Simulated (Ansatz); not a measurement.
`C=C[SiH2][SiH2]F` + H₂ → `C=C[SiH2][SiH3]` + H–F  (hydrogenolysis of the Si–F bond)

Calculated with Ansatz (gas phase, PBE0-D4/def2-TZVP geometries, no zero-point term in ΔE). CCSD(T)/CBS is the MP2 limit (def2-TZVPP, def2-QZVPP) plus CCSD(T) − MP2 in def2-TZVPP, frozen cores. This one scheme is used for every species. DFT in def2-TZVPP. Each species was taken in one conformer, which may not be the lowest.

```csv
species,CAM-B3LYP-D4 energy (Eh)
`C=C[SiH2][SiH2]F`,-759.32750
H₂,-1.17164
`C=C[SiH2][SiH3]`,-659.99218
H–F,-100.46752
```

(1) Work out ΔE.

Largest T1 diagnostic among the species: 0.013.

Results:

(1) ΔE = (-659.99218) + (-100.46752) − (-759.32750) − (-1.17164) = 0.03944 Eh = +1.07 eV. CCSD(T)/CBS gives +1.01 eV.

From r2SCAN to r2SCAN0 (25 % exact exchange), in def2-TZVPP and without D4, ΔE moves by −0.05 eV. Leaving LDA and LC-ωPBE aside and taking each functional with its dispersion term where it has one, the values, not all of them listed here, spread over 0.15 eV, from HSE06-D4 to BLYP-D4.
